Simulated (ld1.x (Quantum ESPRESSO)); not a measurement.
## Building the ultrasoft potential for Al (LDA (PZ), fully relativistic).

ld1.x (Quantum ESPRESSO) 7.5 input, shortened:

```
&input
   title='Al', zed=13., rel=2, dft='PZ', iswitch=3,
   config='[Ne] 3s2 3p1 3d-2', rel_dist='average'
 /
 &inputp
   pseudotype=3, tm=.true., lloc=-1, rcloc=1.60,
   nlcc=.false.,
   which_augfun='PSQ', rmatch_augfun_nc=.true.
 /
6
3S  1  0   2.00   0.00  2.00  2.30  0.0
3S  1  0   0.00   0.30  2.00  2.30  0.0
3P  2  1   1.00   0.00  1.80  2.05  0.0
3P  2  1   0.00   0.65  1.80  2.05  0.0
3D  3  2  -2.00   0.35  2.25  2.40  0.0
3D  3  2  -2.00   1.55  2.25  2.40  0.0
 &test
   configts(1)='3s2 3p1'
 /
```

Open shells are filled in proportion to 2j + 1 (rel_dist='average').

Results:

```
Cutoffs needed                            : 6 Ry and 6 Ry (the cutoffs (Ry, on a coarse ladder) from which the occupation-weighted sum of valence levels, in a spherical-Bessel basis at the reference potential, stays within 10 and 1 mRy of its value at 400 Ry)
Ghost test                                : no extra level below or beside the all-electron valence levels (s, p1/2, p3/2, d3/2, d5/2, f tested) (spherical-Bessel basis up to 400 Ry, 20 bohr box)
Largest excitation error                  : +76 meV (all-electron minus pseudo) for 3s1 3p0, out of 7 test configurations
Lowest eigenvalue of the overlap operator : 0.40 (s channel)
Density cutoff estimated by the generator : 104 Ry
```

Generation and tests took about 1.5 s on one core of a shared server CPU.
